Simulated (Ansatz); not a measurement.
The same ligand exchange along the group Mg, Zn, Cd.

Computed with Ansatz on PBE0-D4/def2-TZVP structures; ΔE is electronic, products minus reactants. CCSD(T)/CBS adds triple-zeta CCSD(T) − MP2 to the extrapolated MP2 energy (def2 sets, frozen cores). This one scheme is used for every species. Elements past krypton have def2 core potentials. For Cd, Mg, Zn outer-core shells are correlated without core-valence functions, which leaves a few kJ/mol of doubt a bond. Scalar relativity is left out up to krypton. Each species was taken in one conformer, which may not be the lowest.

Question: Order these by ΔE at CCSD(T)/CBS, lowest first. (Estimate.)
A. `[SiH3][O][Cd][Cl]` + `O[SiH3]` → `[SiH3][O][Cd][O][SiH3]` + HCl
B. `[SiH3][O][Zn][Cl]` + `O[SiH3]` → `[SiH3][O][Zn][O][SiH3]` + HCl
C. `[SiH3][O][Mg][Cl]` + `O[SiH3]` → `[SiH3][O][Mg][O][SiH3]` + HCl

Answer: C (+9.2 kcal/mol), B (+17.4 kcal/mol), A (+22.6 kcal/mol).

Largest T1 diagnostic: 0.015, for `[SiH3][O][Zn][O][SiH3]`.
